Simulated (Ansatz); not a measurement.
Mg₃O₂⁺. Charge 1, multiplicity 4. Geometry PBE-D4/def2-SVP; atoms count from 1.

```csv
atom,x (Å),y (Å),z (Å)
Mg1,-0.655,-1.499,0.019
Mg2,-1.365,1.793,1.194
Mg3,1.506,0.456,-0.448
O4,0.732,-1.118,-1.290
O5,-0.218,0.367,0.525
```

At PBE0-D4/def2-TZVP a doublet of charge 1 lies 2.00 eV below the quartet, each at its own geometry. The structure comes from a short search, and lower isomers may exist.

(1) Estimate the Mulliken populations from the PBE0/def2-TZVP orbitals of Ansatz.

(2) Where does the spin sit?

(3) And the Mayer bond orders between bonded heavy atoms (over 0.3)?

Answers

(1) 
| atom | charge (e) | spin (α − β) |
| --- | --- | --- |
| Mg1 | 0.92 | 0.51 |
| Mg2 | 0.68 | 0.98 |
| Mg3 | 0.92 | 0.51 |
| O4 | -0.51 | 0.91 |
| O5 | -1.02 | 0.09 |
Mulliken values and Mayer orders depend strongly on the basis.

(2) Summed by element: Mg 2.00, O 1.00, of 3 unpaired in all. Largest on single atoms: Mg2 0.98, O4 0.91, Mg1 0.51.

(3) Mg1–O4 0.48 (1.95 Å); Mg1–O5 0.47 (1.98 Å); Mg2–O5 0.53 (1.95 Å); Mg3–O4 0.48 (1.95 Å); Mg3–O5 0.47 (1.98 Å).
